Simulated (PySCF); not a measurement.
Se(Cl)(Me) (CH3ClSe), SMILES C[Se]Cl. Heavy atoms are numbered as in [Se:1]([Cl:2])[CH3:3]. Hydrogens are named by the atom that carries them.

Coordinates come from a B3LYP-D3(BJ)/def2-TZVP optimisation.

Level of theory: PBE0/pcSseg-2 run with PySCF.

GIAO shieldings, no solvent; atoms alike by connectivity are averaged. δ = σ(ref) − σ: ⁷⁷Se against Me2Se (σ = 1739.2 ppm); ³⁵Cl against HCl (σ = 943.3 ppm); ¹³C against TMS (σ = 186.1 ppm); ¹H against TMS (σ = 31.54 ppm), references at their B3LYP-D3(BJ)/def2-TZVP geometries, non-relativistic (without spin–orbit terms, shifts of atoms bonded to Cl or Br come out too high).

| nucleus | atoms | count | δ (ppm) |
|---|---|---|---|
| ⁷⁷Se | Se1 | 1 | 1126.7 |
| ³⁵Cl | Cl2 | 1 | -24.8 |
| ¹³C | C3 (CH3) | 1 | 29.9 |
| ¹H | H on C3 | 3 | 2.68 |
